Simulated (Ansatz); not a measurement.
Pulling on the Mg1–H2 bond in FHMg (SMILES [F][MgH]) (multiplicity 1 held, fragments rigid). Energies count from the point at 1.682 Å.
Geometry at that point (charge 0, multiplicity 1):
| atom | x (Å) | y (Å) | z (Å) |
|---|---|---|---|
| Mg | 0.0000 | 0.0000 | -0.6440 |
| H | 0.0000 | 0.0000 | -2.3255 |
| F | 0.0000 | 0.0000 | 1.1170 |

R- and RO- levels are restricted; in cc, def2 and unpolarised 6-31G sets they are followed outwards from rest. U- levels take the lowest unrestricted solution at each point, which mixes spins at long bonds. Curves can end on different states.

Correlated levels freeze the cores.

The values were computed with Ansatz (Gaussian basis) for Hartree–Fock, density functionals and correlated methods. Values without a source in brackets are computed.

One of these levels gives 63.98 kcal/mol for the energy at R = 5.381 Å. Name it.
A) R-MP2/def2-SVPD
B) U-HF/def2-SVPD
C) U-MP2/def2-SVPD

C, U-MP2/def2-SVPD. The others give 49.69 (U-HF/def2-SVPD), 97.19 (R-MP2/def2-SVPD)

Doubts at one or more of the structures used: a spin-contaminated determinant (U-HF/def2-SVPD, U-MP2/def2-SVPD); a restricted determinant that unrestricted orbitals would lower (R-MP2/def2-SVPD).

Ansatz is a quantum-chemistry and plane-wave program.
